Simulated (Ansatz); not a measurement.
Gas-phase electronic energies from Ansatz, PBE0-D4/def2-TZVP geometries. CCSD(T)/CBS adds triple-zeta CCSD(T) − MP2 to the extrapolated MP2 energy (def2 sets, frozen cores). DFT in def2-TZVPP. B3LYP here is the variant with VWN-RPA as its local correlation; programs differ in this. For Se outer-core shells are correlated without core-valence functions, which leaves a few kJ/mol of doubt a bond. Scalar relativity is left out up to krypton. Each species was taken in one conformer, which may not be the lowest.

Reaction (ligand exchange at the Al–C bond): `[NH2][AlH][C](=O)O[SiH3]` + H₂Se → `[NH2][AlH][SeH]` + `O=CO[SiH3]`

Is it downhill or uphill in electronic energy at CCSD(T)/CBS, and by how much? (An estimate is asked.)

The calculation gave: Downhill: ΔE = -29.3 kcal/mol.

What do these levels give: PBE-D4, r2SCAN, B3LYP, CCSD/def2-TZVPP, CCSD(T)/def2-TZVPP, MP2/CBS(def2)? (An estimate is asked.)

Computed: PBE-D4 -27.3, r2SCAN -29.4, B3LYP -28.1, CCSD/def2-TZVPP -29.2, CCSD(T)/def2-TZVPP -28.5, MP2/CBS(def2) -30.9 kcal/mol.

Largest T1 diagnostic among the species: 0.016.

From PBE to PBE0 (25 % exact exchange), in def2-TZVPP and without D4, ΔE moves by −2.2 kcal/mol. In def2-TZVPP, CCSD(T) changes the Hartree–Fock value by +4.2 kcal/mol (the triples alone add +0.7 kcal/mol) and MP2 by +2.5 kcal/mol.
